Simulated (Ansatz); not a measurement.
Harmonic frequencies (cm⁻¹) at PBE0-D4/def2-TZVP from Ansatz: 24, 109, 158, 208, 244, 248, 448, 555, 654, 712, 756, 788, 804, 829, 875, 902, 933, 1089, 1276, 1444, 1449, 2190, 2636, 2678, 3048, 3129, 3141.

Each molecule was computed in one conformer, which needn't be the lowest.

Problem. Which molecule is it?
A. `[SiH3]C1B[SiH2]1`
B. `BSC(F)[SiH3]`
C. `C[SiH](F)BS`
D. `BCS[SiH2]F`

Solution. C.
